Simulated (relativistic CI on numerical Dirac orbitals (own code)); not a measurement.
## Slater and spin-orbit integrals, Xe¹²⁺

Computed by Dirac-Coulomb-Breit CI, KLI orbitals optimised for each configuration, QED by a radiative potential, unscaled Slater integrals (own radial code, finite nucleus).

Slater integrals F^k, G^k are unscaled and averaged over j, outside the closed core [Ar] 3d10; ζ comes from projecting the Hamiltonian with its Breit term on Σ l·s of the shell.

- 4s2 4p6 4d6: F^2(4d,4d) = 128590, F^4(4d,4d) = 86652, ζ(4d) = 7475.1 cm⁻¹; <r>(4d) = 0.7902, <r^2>(4d) = 0.7154 (bohr units).
- 4s2 4p5 4d7: ζ(4p) = 72110, F^2(4d,4d) = 128670, F^4(4d,4d) = 86709, F^2(4p,4d) = 134120, G^1(4p,4d) = 170130, G^3(4p,4d) = 107050, ζ(4d) = 7469 cm⁻¹; <r>(4p) = 0.73, <r^2>(4p) = 0.603, <r>(4d) = 0.7895, <r^2>(4d) = 0.7141 (bohr units).
- 4s2 4p6 4d5 4f: F^2(4d,4d) = 128770, F^4(4d,4d) = 86774, ζ(4d) = 7529.5, F^2(4d,4f) = 118970, F^4(4d,4f) = 77633, G^1(4d,4f) = 140490, G^3(4d,4f) = 90139, G^5(4d,4f) = 64331, ζ(4f) = 461.44 cm⁻¹; <r>(4d) = 0.789, <r^2>(4d) = 0.7133, <r>(4f) = 0.8871, <r^2>(4f) = 0.9166 (bohr units).

(1) Give the Racah parameters of the d shell in 4s2 4p6 4d6.

Averages of the first 10 configurations, taken without configuration mixing, which lowers the lowest level and can move excited configurations by several eV; other configurations of the list can lie among them:

```json
{"Configuration": "4s2 4p6 4d6", "Parity": "even", "States": "210", "Average energy above the lowest level (eV)": "8.4"}
{"Configuration": "4s2 4p5 4d7", "Parity": "odd", "States": "720", "Average energy above the lowest level (eV)": "102.6"}
{"Configuration": "4s2 4p6 4d5 4f", "Parity": "odd", "States": "3528", "Average energy above the lowest level (eV)": "105.0"}
{"Configuration": "4s2 4p4 4d8", "Parity": "even", "States": "675", "Average energy above the lowest level (eV)": "198.6"}
{"Configuration": "4s2 4p6 4d5 5s", "Parity": "even", "States": "504", "Average energy above the lowest level (eV)": "96.2"}
{"Configuration": "4s 4p6 4d7", "Parity": "even", "States": "240", "Average energy above the lowest level (eV)": "167.0"}
{"Configuration": "4s2 4p6 4d5 5p", "Parity": "odd", "States": "1512", "Average energy above the lowest level (eV)": "117.2"}
{"Configuration": "4s2 4p6 4d4 5s2", "Parity": "even", "States": "210", "Average energy above the lowest level (eV)": "189.2"}
{"Configuration": "4p6 4d8", "Parity": "even", "States": "45", "Average energy above the lowest level (eV)": "328.5"}
{"Configuration": "4s2 4p6 4d4 4f 5s", "Parity": "odd", "States": "5880", "Average energy above the lowest level (eV)": "194.0"}
```

Answers

(1) B = F²/49 − 5F⁴/441 = 1642 cm⁻¹ and C = 35F⁴/441 = 6877 cm⁻¹.
